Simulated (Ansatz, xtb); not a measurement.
Relative energy of two isomers of C4H4F2Ge

We compare I, `FC1=[CH][GeH2][CH]=C1F`, a singlet, with II, `FC1=[CH][Ge@H]([F])[CH]=C1`, a singlet. Both are isolated molecules in the gas phase, relaxed with B3LYP/def2-SVP.

Quicker runs give these differences E(II) − E(I): GFN2-xTB −28.3 kcal/mol; HF/STO-3G +1.5 kcal/mol (at GFN2-xTB geometries); r2SCAN-D4/def2-SVP −25.9 kcal/mol (at GFN2-xTB geometries).

Task: Which of the two would you expect CCSD(T)/def2-SVP + ΔMP2/def2-TZVPP electronic energies to favour?

Result: Structure II; the calculation gives E(II) − E(I) = −31.5 kcal/mol.

The same difference at several levels:

```json
{"level": "GFN2-xTB", "geometry": "GFN2-xTB", "E(II) − E(I) (kcal/mol)": "−28.3", "departure from the last row (kcal/mol)": "+3.2", "job, with rough time for the two": "optimisation, 0.11 s"}
{"level": "HF/STO-3G", "geometry": "GFN2-xTB", "E(II) − E(I) (kcal/mol)": "+1.5", "departure from the last row (kcal/mol)": "+33.0", "job, with rough time for the two": "single point, 0.4 s"}
{"level": "r2SCAN-D4/def2-SVP", "geometry": "GFN2-xTB", "E(II) − E(I) (kcal/mol)": "−25.9", "departure from the last row (kcal/mol)": "+5.6", "job, with rough time for the two": "single point, 3.3 s"}
{"level": "B3LYP/def2-SVP", "geometry": "B3LYP/def2-SVP", "E(II) − E(I) (kcal/mol)": "−27.4", "departure from the last row (kcal/mol)": "+4.1", "job, with rough time for the two": "optimisation, 27 s"}
{"level": "HF/def2-SVP", "geometry": "B3LYP/def2-SVP", "E(II) − E(I) (kcal/mol)": "−31.7", "departure from the last row (kcal/mol)": "−0.1", "job, with rough time for the two": "part of the CCSD(T) run"}
{"level": "MP2/def2-SVP", "geometry": "B3LYP/def2-SVP", "E(II) − E(I) (kcal/mol)": "−31.5", "departure from the last row (kcal/mol)": "0.0", "job, with rough time for the two": "part of the CCSD(T) run"}
{"level": "CCSD(T)/def2-SVP", "geometry": "B3LYP/def2-SVP", "E(II) − E(I) (kcal/mol)": "−29.9", "departure from the last row (kcal/mol)": "+1.6", "job, with rough time for the two": "single point"}
{"level": "CCSD(T)/def2-SVP + ΔMP2/def2-TZVPP", "geometry": "B3LYP/def2-SVP", "E(II) − E(I) (kcal/mol)": "−31.5", "departure from the last row (kcal/mol)": "", "job, with rough time for the two": "single point, 68 s"}
```

As drawn, II has 1 F–Ge, 1 C–H in place of 1 C–F, 1 Ge–H.

HF/STO-3G puts the two in the other order. The largest departure from CCSD(T)/def2-SVP + ΔMP2/def2-TZVPP is that of HF/STO-3G, 33.0 kcal/mol. The last row adds to CCSD(T) the change of the MP2 difference between the two basis sets, here −1.6 kcal/mol.

With thermal terms from frequencies at re-optimised GFN2-xTB minima (ideal gas, soft modes damped towards free rotors, one conformer each, 298.15 K, 1 atm): the zero-point term adds +1.0 kcal/mol; ΔH is −30.3 and ΔG −31.3 kcal/mol.

The correlated steps freeze 15 core orbitals; the filled d shell of Ge is correlated, in a basis made for valence electrons. Mirror images aren't counted in ΔG. Run with Ansatz 0.2.0, xtb 6.7.1; the last row on 4 threads of Arm Neoverse V2 on a shared host.
